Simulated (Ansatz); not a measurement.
Compare A (`C#C[TeH]`) with its isomer B (`C1=C[Te]1`).

Calculated with Ansatz (gas phase, PBE0-D4/def2-TZVP geometries, no zero-point term in ΔE). CBS: MP2 limit from def2 TZ/QZ plus the TZ coupled-cluster correction, frozen cores. Functionals use def2-TZVPP. B3LYP here is the variant with VWN-RPA as its local correlation; programs differ in this. Elements past krypton have def2 core potentials. For Te outer-core shells are correlated without core-valence functions, which leaves a few kJ/mol of doubt a bond.

(1) Which is lower in electronic energy at CCSD(T)/CBS, and by how much? (An estimate is asked.)

(2) Give E(B) − E(A) in kcal/mol with B3LYP-D4, PBE0-D4, LDA (SPW92), CCSD(T)/def2-SVP, ωB97M-V, B2PLYP, r2SCAN-D4. (Estimate.)

(3) Does the order hold for the free energy at 298.15 K (harmonic terms from PBE0-D4)? (Estimate.)

Largest T1 diagnostic: 0.012.

Answers

(1) Computed: A, by 3.2 kcal/mol.

(2) Computed: B3LYP-D4 3.3, PBE0-D4 0.5, LDA (SPW92) -1.7, CCSD(T)/def2-SVP 5.2, ωB97M-V 3.3, B2PLYP 3.8, r2SCAN-D4 1.5. The order is the other way round with LDA (SPW92).

(3) Ansatz gave: Yes: G(B) − G(A) = +5.9 kcal/mol.

In def2-TZVPP, CCSD(T) changes the Hartree–Fock value by −5.8 kcal/mol (the triples alone add −1.5 kcal/mol) and MP2 by −8.0 kcal/mol. Leaving LDA and LC-ωPBE aside and taking each functional with its dispersion term where it has one, the values, not all of them listed here, spread over 5.1 kcal/mol, from PBE-D4 to BHLYP-D4. LDA lies −1.6 kcal/mol from PBE without D4.
